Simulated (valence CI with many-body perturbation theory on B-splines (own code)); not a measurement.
## Ag VI: magnetic and hyperfine properties of the levels

Calculated by relativistic CI+MBPT: six valence electrons over a frozen Dirac-Fock core [Kr], radial functions for each j: 7 s, 7 p, 8 d, 6 f, 4 g, 1 h, with the one-electron correlation potential Σ1, the two-electron term Σ2, the three-electron term Σ3, Breit, model QED; selected CI, second order for the rest, scaled by the run's own slope (own B-spline code, finite nucleus).

Against 24 measured levels this calculation errs by 379 cm⁻¹ on average and by 867 at most. These come from a selection out of Gamrath, thesis, University of Mons (2023). Levels without a partner in it may be off by more, other configurations by 1,000 to 8,000 cm⁻¹. Among the levels kept, up to 940 cm⁻¹ of a level comes from second order outside the variational space, and about a tenth of that is noise between levels of different J, which matters for small intervals. Only levels of the ground parity were solved; by the run's estimate the other parity begins above the list, which can be wrong where configurations are misplaced.

A/g_I is the dipole constant over the nuclear g factor μ/I (μ in nuclear magnetons, uniformly magnetised nucleus), B/Q the quadrupole constant per barn. Both hold the static response of the core; the bare values leave it out. Large factors of s and p1/2 electrons are usually good to 5 to 10 %; those of open d and f shells near neutrality can be off by tens of per cent, and small factors of p3/2, d and f electrons come from cancelling terms and can be off by a factor of two or in sign, in half-filled shells by more. B is blank for J = 1/2, where it vanishes, and for nearly pure S terms. Energies count from the lowest level. Levels with J = 0 are left out.

Names give the largest LS component (configuration and term), which can be under half, so a name can repeat, a term be missing and a line seem to break the LS rules; names also repeat where a configuration has a term twice. Letters in brackets count levels of one name in rising energy.

```
       Level  E (eV)      g  A/g_I (MHz)  A/g_I bare  B/Q (MHz/b)  B/Q bare
    4d6 5D_4  0.0000  1.492         68.6         546         1490      1390
    4d6 5D_3  0.3251  1.495        -76.0         385          338       318
    4d6 5D_2  0.4843  1.496        -99.7         357         -323      -296
    4d6 5D_1  0.6058  1.497         -128         326         -500      -461
    4d6 3H_4   2.523  0.988          849         827          515       475
    4d6 3H_6   2.603  1.157          736         899         -833      -775
    4d6 3H_5   2.651  1.076          790         865          120       112
    4d6 3P_2   2.706  1.471        -40.6         399         -256      -234
    4d6 3F_3   3.048  0.998          963         969          488       457
    4d6 3F_4   3.091  1.038          842         878         -192      -175
    4d6 3F_2   3.175  0.692         1560        1280         -107     -98.5
    4d6 3G_5   3.427  1.157          726         888         -468      -425
4d6 3P_1 [a]   3.582  1.368         97.5         438         66.1      63.7
    4d6 3G_4   3.656  1.070          932        1020         -162      -147
    4d6 3G_3   3.746  0.846         1310        1180         8.95      10.2
    4d6 3D_2   4.102  1.170          656         824          275       258
    4d6 1I_6   4.132  1.008          995        1010        -1450     -1340
    4d6 3D_3   4.195  1.321          342         647         -337      -321
    4d6 3D_1   4.211  0.640         1580        1240          106       101
    4d6 1G_4   4.633  1.011         1020        1050          692       643
    4d6 1D_2   5.236  1.014          950         973         -701      -653
    4d6 1F_3   5.604  1.012         1000        1030        -1720     -1580
4d6 3P_1 [b]   6.508  1.495         -222         212         61.4      55.1
```

**Question.** Take the isotope of mass number 107, with I = 1/2, μ = -0.11352 μN. What is the hyperfine structure of 4d6 3H_6?

**Answer.** From the table A = -167 MHz. Shifts from the centre of gravity in MHz: F = 11/2: 584, F = 13/2: -501.
